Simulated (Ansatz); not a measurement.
A calculation with Ansatz (development build ahead of 0.2.0).

```yaml
crystal:
  periodic: [false, false, false]
  atoms:
    - { symbol: C, position_ang: [2.72391, 0.0, 0.0] }
    - { symbol: C, position_ang: [2.35898, 1.36196, 0.0] }
    - { symbol: C, position_ang: [1.36196, 2.35898, 0.0] }
    - { symbol: C, position_ang: [0.0, 2.72391, 0.0] }
    - { symbol: C, position_ang: [-1.36196, 2.35898, 0.0] }
    - { symbol: C, position_ang: [-2.35898, 1.36196, 0.0] }
    - { symbol: C, position_ang: [-2.72391, 0.0, 0.0] }
    - { symbol: C, position_ang: [-2.35898, -1.36196, 0.0] }
    - { symbol: C, position_ang: [-1.36196, -2.35898, 0.0] }
    - { symbol: C, position_ang: [0.0, -2.72391, 0.0] }
    - { symbol: C, position_ang: [1.36196, -2.35898, 0.0] }
    - { symbol: C, position_ang: [2.35898, -1.36196, 0.0] }
    - { symbol: H, position_ang: [3.80891, 0.0, 0.0] }
    - { symbol: H, position_ang: [3.29861, 1.90446, 0.0] }
    - { symbol: H, position_ang: [1.90446, 3.29861, 0.0] }
    - { symbol: H, position_ang: [0.0, 3.80891, 0.0] }
    - { symbol: H, position_ang: [-1.90446, 3.29861, 0.0] }
    - { symbol: H, position_ang: [-3.29861, 1.90446, 0.0] }
    - { symbol: H, position_ang: [-3.80891, 0.0, 0.0] }
    - { symbol: H, position_ang: [-3.29861, -1.90446, 0.0] }
    - { symbol: H, position_ang: [-1.90446, -3.29861, 0.0] }
    - { symbol: H, position_ang: [0.0, -3.80891, 0.0] }
    - { symbol: H, position_ang: [1.90446, -3.29861, 0.0] }
    - { symbol: H, position_ang: [3.29861, -1.90446, 0.0] }
basis:
  gaussian: { orbitals: def2-SVP }
hamiltonian:
  xc: hf
```

The input is written out in the form of the current development build from the run's settings.

Results

```
Converged                       : yes
Total energy                    : -460.71047 hartree
Spin squared of the determinant : 0.000
Stability test                  : minimum among restricted orbitals
```

Caution: an unrestricted determinant lies well below.
